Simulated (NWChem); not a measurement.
Program: NWChem. System: iodine (I₂), charge 0, spin multiplicity 1, at a geometry optimised with PBE0/def2-SVP with def2 effective core potentials on I. Level: RHF/def2-TZVP with def2 effective core potentials on I.

Input file:

```
start mol
memory heap 200 mb stack 900 mb global 1100 mb
geometry units angstroms nocenter noautoz
  I      0.000000     0.000000     1.341220
  I      0.000000     0.000000    -1.341220
  symmetry group D2h
end
basis spherical
  * library def2-tzvp
end
ecp
  I library def2-ecp
end
scf
  rhf
  nopen 0
  maxiter 100
  thresh 1e-7
  semidirect memsize 60000000 filesize 0
end
task scf energy
```

Part of the output:

```
             Northwest Computational Chemistry Package (NWChem) 7.3.0
             --------------------------------------------------------

                                NWChem Input Module
                                -------------------

 Scaling coordinates for geometry "geometry" by  1.889725989
 (inverse scale =  0.529177249)

 Turning off AUTOSYM since
 SYMMETRY directive was detected!

                             Geometry "geometry" -> ""
                             -------------------------

 Output coordinates in angstroms (scale by  1.889725989 to convert to a.u.)

  No.       Tag          Charge          X              Y              Z
 ---- ---------------- ---------- -------------- -------------- --------------
    1 I                   53.0000     0.00000000     0.00000000     1.34122000
    2 I                   53.0000     0.00000000     0.00000000    -1.34122000

 Effective nuclear repulsion energy (a.u.)     554.1443210063

            Nuclear Dipole moment (a.u.)
            ----------------------------
        X                 Y               Z
 ---------------- ---------------- ----------------
     0.0000000000     0.0000000000     0.0000000000

      Symmetry information
      --------------------

 Group name             D2h
 Group number             26
 Group order               8
 No. of unique centers     1

      Symmetry unique atoms

     1


 Summary of "ao basis" -> "" (spherical)
 ------------------------------------------------------------------------------
       Tag                 Description            Shells   Functions and Types
 ---------------- ------------------------------  ------  ---------------------
 *                         def2-tzvp                  on all atoms

 Summary of "ao basis" -> "ao basis" (spherical)
 ------------------------------------------------------------------------------
       Tag                 Description            Shells   Functions and Types
 ---------------- ------------------------------  ------  ---------------------
 I                         def2-tzvp                16       50   6s5p3d2f

                                 NWChem SCF Module
                                 -----------------

  ao basis        = "ao basis"
  functions       =   100
  atoms           =     2
  closed shells   =    25
  open shells     =     0
  charge          =   0.00
  wavefunction    = RHF
  use symmetry    = T
  symmetry adapt  = T

 Summary of "ao basis" -> "ao basis" (spherical)
 ------------------------------------------------------------------------------
       Tag                 Description            Shells   Functions and Types
 ---------------- ------------------------------  ------  ---------------------
 I                         def2-tzvp                16       50   6s5p3d2f

      Symmetry analysis of basis
      --------------------------

        ag         21
        au          5
        b1g         5
        b1u        21
        b2g        12
        b2u        12
        b3g        12
        b3u        12

 Forming initial guess at       0.2s

      Superposition of Atomic Density Guess
      -------------------------------------

 Sum of atomic energies:        -694.32366316

      Non-variational initial energy
      ------------------------------

 Total energy =    -593.371944
 1-e energy   =   -1281.247503
 2-e energy   =     564.578941
 HOMO         =      -0.294507
 LUMO         =      -0.134939

      Symmetry analysis of molecular orbitals - initial
      -------------------------------------------------

 !! scf_movecs_sym_adapt:   68 vectors were symmetry contaminated

  Symmetry fudging

 !! scf_movecs_sym_adapt:   60 vectors were symmetry contaminated

  Numbering of irreducible representations:

     1 ag          2 au          3 b1g         4 b1u         5 b2g
     6 b2u         7 b3g         8 b3u

  Orbital symmetries:

     1 ag          2 b1u         3 ag          4 b1u         5 b2u
     6 b3u         7 b3g         8 b2g         9 ag         10 b3u
    11 b2u        12 b2g        13 b3g        14 ag         15 b1g
    16 b1u        17 au         18 b1u        19 ag         20 b1u
    21 ag         22 b3u        23 b2u        24 b3g        25 b2g
    26 b1u        27 b1u        28 ag         29 b2u        30 b3u
    31 b2u        32 b3u        33 b3g        34 b2g        35 ag

 Starting SCF solution at       2.0s

 ----------------------------------------------
         Quadratically convergent ROHF

 Convergence threshold     :          1.000E-07
 Maximum no. of iterations :          100
 Final Fock-matrix accuracy:          1.000E-09
 ----------------------------------------------

              iter       energy          gnorm     gmax       time
             ----- ------------------- --------- --------- --------
                 1     -593.3277269440  4.14D-01  1.24D-01      2.0
                 2     -593.3376371714  1.61D-01  3.38D-02      2.1
                 3     -593.3392001686  1.11D-02  2.72D-03      2.2
                 4     -593.3392157490  1.94D-05  8.29D-06      2.3
                 5     -593.3392157491  2.43D-09  9.48D-10      2.5

       Final RHF  results
       ------------------

         Total SCF energy =   -593.339215749081
      One-electron energy =  -1280.896195926431
      Two-electron energy =    564.260361939920
 Nuclear repulsion energy =    123.296618237430

        Time for solution =      0.5s

       Symmetry analysis of molecular orbitals - final
       -----------------------------------------------

  Numbering of irreducible representations:

     1 ag          2 au          3 b1g         4 b1u         5 b2g
     6 b2u         7 b3g         8 b3u

  Orbital symmetries:

     1 ag          2 b1u         3 ag          4 b1u         5 b2u
     6 b3u         7 b3g         8 b2g         9 ag         10 b1u
    11 b2u        12 b3u        13 b3g        14 b2g        15 ag
    16 b1g        17 b1u        18 au         19 ag         20 b1u
    21 ag         22 b2u        23 b3u        24 b3g        25 b2g
    26 b1u        27 ag         28 b1u        29 b2u        30 b3u
    31 b2u        32 b3u        33 b3g        34 b2g        35 b1g

             Final eigenvalues
             -----------------

              1
    1   -7.7673
    2   -7.7673
    3   -5.6238
    4   -5.6235
    5   -5.6109
    6   -5.6109
    7   -5.6109
    8   -5.6109
    9   -2.3220
   10   -2.3166
   11   -2.3147
   12   -2.3147
   13   -2.3130
   14   -2.3130
   15   -2.2999
   16   -2.2999
   17   -2.2998
   18   -2.2998
   19   -0.9588
   20   -0.8433
   21   -0.4673
   22   -0.4386
   23   -0.4386
   24   -0.3611
   25   -0.3611
   26   -0.0194
   27    0.2195
   28    0.2230
   29    0.2516
   30    0.2516
   31    0.2799
   32    0.2799
   33    0.2880
   34    0.2880
   35    0.3081

                       ROHF Final Molecular Orbital Analysis
                       -------------------------------------

 Vector   23  Occ=2.000000D+00  E=-4.385861D-01  Symmetry=b3u
              MO Center= -3.9D-15,  1.3D-29, -1.5D-16, r^2= 3.5D+00
   Bfn.  Coefficient  Atom+Function         Bfn.  Coefficient  Atom+Function
  ----- ------------  ---------------      ----- ------------  ---------------
    16      0.398338  1 I  px                66      0.398338  2 I  px
    10     -0.313916  1 I  px                60     -0.313916  2 I  px
    13      0.242507  1 I  px                63      0.242507  2 I  px

 Vector   24  Occ=2.000000D+00  E=-3.611356D-01  Symmetry=b3g
              MO Center=  6.2D-31,  2.2D-16,  1.3D-16, r^2= 4.1D+00
   Bfn.  Coefficient  Atom+Function         Bfn.  Coefficient  Atom+Function
  ----- ------------  ---------------      ----- ------------  ---------------
    17      0.425324  1 I  py                67     -0.425324  2 I  py
    11     -0.335741  1 I  py                61      0.335741  2 I  py
    14      0.266988  1 I  py                64     -0.266988  2 I  py
    20      0.215995  1 I  py                70     -0.215995  2 I  py

 Vector   25  Occ=2.000000D+00  E=-3.611356D-01  Symmetry=b2g
              MO Center=  8.2D-19,  7.6D-30,  4.6D-17, r^2= 4.1D+00
   Bfn.  Coefficient  Atom+Function         Bfn.  Coefficient  Atom+Function
  ----- ------------  ---------------      ----- ------------  ---------------
    16      0.425324  1 I  px                66     -0.425324  2 I  px
    10     -0.335741  1 I  px                60      0.335741  2 I  px
    13      0.266988  1 I  px                63     -0.266988  2 I  px
    19      0.215995  1 I  px                69     -0.215995  2 I  px

 Vector   26  Occ=0.000000D+00  E=-1.937764D-02  Symmetry=b1u
              MO Center=  2.3D-19, -2.1D-19,  1.7D-14, r^2= 5.7D+00
   Bfn.  Coefficient  Atom+Function         Bfn.  Coefficient  Atom+Function
  ----- ------------  ---------------      ----- ------------  ---------------
    21      0.540590  1 I  pz                71      0.540590  2 I  pz
    18      0.369808  1 I  pz                68      0.369808  2 I  pz
     6     -0.348709  1 I  s                 56      0.348709  2 I  s
    12     -0.304014  1 I  pz                62     -0.304014  2 I  pz
    15      0.242668  1 I  pz                65      0.242668  2 I  pz

 Vector   27  Occ=0.000000D+00  E= 2.195405D-01  Symmetry=ag
              MO Center= -1.1D-14, -1.3D-14, -2.8D-14, r^2= 8.3D+00
   Bfn.  Coefficient  Atom+Function         Bfn.  Coefficient  Atom+Function
  ----- ------------  ---------------      ----- ------------  ---------------
    21      0.948163  1 I  pz                71     -0.948163  2 I  pz
    18     -0.711850  1 I  pz                68      0.711850  2 I  pz
    34      0.253144  1 I  d  0              84      0.253144  2 I  d  0
     6      0.155547  1 I  s                 56      0.155547  2 I  s

 Vector   28  Occ=0.000000D+00  E= 2.229631D-01  Symmetry=b1u
              MO Center=  4.8D-20,  1.2D-18, -9.1D-16, r^2= 1.2D+01
   Bfn.  Coefficient  Atom+Function         Bfn.  Coefficient  Atom+Function
  ----- ------------  ---------------      ----- ------------  ---------------
    21      1.615746  1 I  pz                71      1.615746  2 I  pz
     6     -0.983565  1 I  s                 56      0.983565  2 I  s
    18     -0.703323  1 I  pz                68     -0.703323  2 I  pz
    34     -0.388818  1 I  d  0              84      0.388818  2 I  d  0
    12      0.192939  1 I  pz                62      0.192939  2 I  pz

 center of mass
 --------------
 x =   0.00000000 y =   0.00000000 z =   0.00000000

 moments of inertia (a.u.)
 ------------------
        1630.386986000535           0.000000000000           0.000000000000
           0.000000000000        1630.386986000535           0.000000000000
           0.000000000000           0.000000000000           0.000000000000

  Mulliken analysis of the total density
  --------------------------------------

    Atom       Charge   Shell Charges
 -----------   ------   -------------------------------------------------------
    1 I   25    25.00   0.19 -0.77  1.58  1.01  1.11  0.84 -0.49  6.44  1.29  2.81  0.91  9.23  0.76  0.08  0.01  0.00
    2 I   25    25.00   0.19 -0.77  1.58  1.01  1.11  0.84 -0.49  6.44  1.29  2.81  0.91  9.23  0.76  0.08  0.01  0.00

       Multipole analysis of the density wrt the origin
       ------------------------------------------------

     L   x y z        total         open         nuclear
     -   - - -        -----         ----         -------
     0   0 0 0     -0.000000      0.000000     50.000000

     1   1 0 0      0.000000      0.000000      0.000000
     1   0 1 0      0.000000      0.000000      0.000000
     1   0 0 1      0.000000      0.000000      0.000000

     2   2 0 0    -41.052466      0.000000      0.000000
     2   1 1 0      0.000000      0.000000      0.000000
     2   1 0 1     -0.000000      0.000000      0.000000
     2   0 2 0    -41.052466      0.000000      0.000000
     2   0 1 1     -0.000000      0.000000      0.000000
     2   0 0 2    -35.403345      0.000000    321.194217

 Task  times  cpu:        2.5s     wall:        2.5s

 Total times  cpu:        2.6s     wall:        2.6s
```
